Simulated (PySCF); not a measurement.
FGa, SMILES [F][Ga] (connectivity only; charge and spin as stated), charge +1, multiplicity 2. Atoms are numbered in the order given.

```xyz
2

Ga     0.0000     0.0000    -0.3839
F      0.0000     0.0000     1.3222
```
Charge +1, spin multiplicity 2.

Geometry optimised at PBE0-D3(BJ)/def2-TZVPD. The multiplicity is an assumed one; other spin states were not compared.

The numbers are results of C-PCM-ωB97X/def2-TZVPD run with PySCF, not measurements.

The values are the electrostatic part of the solvation free energy, E(continuum) − E(gas) at the gas-phase geometry, in a cavity of scaled van der Waals radii (PySCF's table); cavitation and dispersion terms are not included. A continuum can't describe solvent molecules that bind to the metal.

```csv
solvent,ε,ΔG(elec) (kcal/mol)
water,78.36,-80.2
chloroform,4.71,-63.6
tetrahydrofuran,7.43,[?]
```

What belongs in the gaps? (An estimate is asked for; the answer gives what the named calculation found.)


- tetrahydrofuran, ΔG(elec) (kcal/mol): -70.0
